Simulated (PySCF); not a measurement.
Group charges in `C#C[P@](=O)(O)C(C)(C)C`

C6H11O2P.
Numbering: `[CH:1]#[C:2][P@:3](=[O:4])([OH:5])[C:6]([CH3:7])([CH3:8])[CH3:9]` (hydrogens: H10 on C1; H11 on O5; H12, H13, H14 on C7; H15, H16, H17 on C8; H18, H19, H20 on C9)

Cartesian coordinates in Å at the GFN2-xTB level; atoms count from 1:
```
atom  x, y, z in Å
C1     2.855    1.717    0.122
C2     1.956    1.020    0.504
P3     0.610    0.062    1.176
O4     0.065    0.595    2.429
O5     1.266   -1.395    1.395
C6    -0.567   -0.163   -0.229
C7     0.155   -0.800   -1.407
C8    -1.690   -1.051    0.288
C9    -1.083    1.227   -0.576
H10    3.648    2.312   -0.230
H11    1.312   -1.549    2.341
H12   -0.537   -0.951   -2.235
H13    0.571   -1.764   -1.120
H14    0.969   -0.162   -1.745
H15   -2.122   -0.616    1.188
H16   -1.310   -2.042    0.531
H17   -2.474   -1.154   -0.461
H18   -0.264    1.864   -0.910
H19   -1.534    1.685    0.303
H20   -1.830    1.175   -1.367
```

Atomic charges (e) from the PBE0/pcSseg-1 density (PySCF):

| atom | Mulliken | IAO | Hirshfeld | ESP-fitted |
| --- | --- | --- | --- | --- |
| C1 | -0.3170 | -0.1611 | -0.0565 | -0.3223 |
| C2 | -0.0674 | -0.3439 | -0.0996 | -0.1129 |
| P3 | +1.2848 | +1.7032 | +0.4880 | +0.8372 |
| O4 | -0.5804 | -0.8994 | -0.3884 | -0.6229 |
| O5 | -0.5016 | -0.7615 | -0.2302 | -0.6622 |
| C6 | -0.8017 | -0.1779 | -0.0141 | +0.4800 |
| C7 | -0.1533 | -0.4230 | -0.1227 | -0.5332 |
| C8 | -0.1569 | -0.4231 | -0.1189 | -0.5440 |
| C9 | -0.1634 | -0.4235 | -0.1192 | -0.5472 |
| H10 | +0.0611 | +0.2099 | +0.1062 | +0.3061 |
| H11 | +0.2530 | +0.3826 | +0.1860 | +0.4697 |
| H12 | +0.1194 | +0.1426 | +0.0451 | +0.1390 |
| H13 | +0.1318 | +0.1499 | +0.0385 | +0.1512 |
| H14 | +0.1268 | +0.1445 | +0.0339 | +0.1248 |
| H15 | +0.1363 | +0.1534 | +0.0426 | +0.1401 |
| H16 | +0.1207 | +0.1445 | +0.0388 | +0.1300 |
| H17 | +0.1214 | +0.1430 | +0.0458 | +0.1488 |
| H18 | +0.1271 | +0.1434 | +0.0351 | +0.1254 |
| H19 | +0.1356 | +0.1535 | +0.0440 | +0.1421 |
| H20 | +0.1237 | +0.1428 | +0.0458 | +0.1503 |

Question: Cut each of the bonds C1–C2, C2–P3, P3–C6, O5–P3 and C7–C6 in turn and sum the charges on the side of the atom named first.

Answer: In e; the other side holds the opposite charge:

```
bond cut    piece  atoms  Mulliken     IAO  Hirshfeld  ESP-fitted
   C1–C2       CH      2    -0.256  +0.049     +0.050      -0.016
   C2–P3      C2H      3    -0.323  -0.295     -0.050      -0.129
   P3–C6  C2H2O2P      7    +0.132  +0.130     +0.005      -0.107
   O5–P3       OH      2    -0.249  -0.379     -0.044      -0.193
   C7–C6      CH3      4    +0.225  +0.014     -0.005      -0.118
```

Extremes among these pieces. Mulliken: lowest C2H at C2, highest CH3 at C7; IAO: lowest OH at O5, highest C2H2O2P at P3; Hirshfeld: lowest C2H at C2, highest CH at C1; ESP-fitted: lowest OH at O5, highest CH at C1.

Question: Do the schemes agree better on the pieces than on the single atoms at the cuts?

Answer: The spread between schemes averages 0.299 e for the pieces and 0.540 e for the atoms named first; it is smaller for the piece at 4 of the 5 cuts. On average they agree better on the pieces. The sign differs between schemes (beyond ±0.03 e) for CH at C1, C2H2O2P at P3 and CH3 at C7.

One conformer (not necessarily the lowest) at the GFN2-xTB geometry, without solvent, vibrations or thermal averaging.
